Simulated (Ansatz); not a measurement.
CH5BBrN, SMILES `NBCBr`. Charge 0, multiplicity 1. The geometry is a stationary point of PBE0-D4/def2-TZVP. It is one conformer, not always the lowest.

```xyz
9

N     0.397   -1.092   -0.843
B    -0.520   -0.156   -0.410
C    -0.204    0.876    0.733
Br    1.588    0.731    1.495
H     1.320   -1.156   -0.438
H     0.211   -1.757   -1.573
H    -1.607   -0.114   -0.916
H    -0.892    0.764    1.573
H    -0.293    1.904    0.380
```

Q: What is the dipole moment at PBE/def2-TZVPP? (An estimate is asked.)

A: The calculation gave: 1.72 D, with components (-0.62, -0.99, -1.26) D in this frame, pointing from negative to positive charge.

Q: And with r2SCAN, B3LYP, ωB97M-V? (Estimate.)

A: Computed: r2SCAN 1.79 D, B3LYP 1.75 D, ωB97M-V 1.73 D.

Q: Give the Mulliken charges with PBE, ωB97M-V, r2SCAN in def2-TZVPP. (An estimate is asked.)

A: Computed: 
```csv
atom,PBE,ωB97M-V,r2SCAN
N1,-0.23,-0.21,-0.28
B2,-0.03,-0.07,0.04
C3,-0.17,-0.21,-0.09
Br4,-0.17,-0.15,-0.19
H5,0.16,0.14,0.17
H6,0.18,0.14,0.18
H7,-0.01,0.05,-0.02
H8,0.13,0.15,0.10
H9,0.13,0.15,0.10
```

B3LYP here is the variant with VWN-RPA as its local correlation; programs differ in this.
